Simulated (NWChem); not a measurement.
System: VOF₃; SMILES [O]=[V]([F])([F])[F]

All runs: NWChem. Coordinates come from a PBE-D3(BJ)/def2-SVP optimisation. Level B3LYP/def2-SVP: energy and gradient on several grids; changes count from the extra-fine grid, which is no exact limit either.

Task: Which is the coarsest grid (coarse; medium; xfine; fine; xcoarse) from which on the energy stays within 50 μHa and each gradient component within 100 μHa/bohr of xfine?

Result: medium.
```json
[
 {"grid": "xcoarse", "size of the energy change (μHa)": "3000", "largest change of a gradient component (μHa/bohr)": "3000"},
 {"grid": "coarse", "size of the energy change (μHa)": "60", "largest change of a gradient component (μHa/bohr)": "300"},
 {"grid": "medium", "size of the energy change (μHa)": "< 10", "largest change of a gradient component (μHa/bohr)": "30"},
 {"grid": "fine", "size of the energy change (μHa)": "< 10", "largest change of a gradient component (μHa/bohr)": "< 30"},
 {"grid": "xfine", "size of the energy change (μHa)": "< 10", "largest change of a gradient component (μHa/bohr)": "< 30"}
]
```
